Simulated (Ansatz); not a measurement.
Input and output for the cluster Ge₂O₄⁻.

```yaml
crystal:
  periodic: [false, false, false]
  atoms:
    - {symbol: Ge, position_ang: [0.792901, 0.497454, 0.799432]}
    - {symbol: Ge, position_ang: [-0.576291, -0.808808, -1.142554]}
    - {symbol: O, position_ang: [-0.014153, -1.094396, 0.725642]}
    - {symbol: O, position_ang: [0.338451, 0.917273, -0.876342]}
    - {symbol: O, position_ang: [-2.251169, -0.778135, -1.472534]}
    - {symbol: O, position_ang: [1.710261, 1.266612, 1.966365]}
basis:
  gaussian: {orbitals: cc-pVDZ}
total_charge: -1
magnetization: {spin_polarized: false, initial_magnetization: 1}
hamiltonian: {xc: {name: B3LYP}, dispersion: d3bjatm}
scf: {omitted_lower_state_checks: [starts]}
```

```sh
$ ansatz run in.yaml --threads 4 --pin off --events-out ev --progress --plain --max-ram 4787MiB
```

It prints (some lines left out):

```
Functional definition: B3LYP
1167 factors; integrals over basis functions are off by at most 3.8e-4 eV
mean field evaluation 1: about -121215.8840 eV, gradient 7.3e1 eV
mean field evaluation 2: about -121215.9145 eV, gradient 7.3e1 eV
mean field evaluation 4: about -121219.2689 eV, gradient 6.1e1 eV
mean field evaluation 8: about -121227.3601 eV, gradient 1.4e0 eV
mean field evaluation 16: about -121227.3688 eV, gradient 1.0e-2 eV
mean field -121227.36881709 eV, -4455.0236331663 hartree, gradient 3.6e-5 eV, S^2 0.750000; 0 other end points of the search recorded, 0 dependent functions left out
reference -121227.36905097 eV, -4455.0236417610 hartree; 49, 48 occupied and 61, 62 virtual orbitals, 1167 factors
Total energy: -121227.63277501 eV, -4455.0333334410 hartree
Checks for a lower state left out: starts
```

Run time 3.8 s (4 threads of Arm Neoverse V1 on a shared host).

B3LYP takes the VWN-RPA correlation. The highest occupied level of an anion often lies above zero with these methods, and sets without diffuse functions describe the outer electron poorly.

With spin_polarized false and unpaired electrons the run is restricted open-shell.
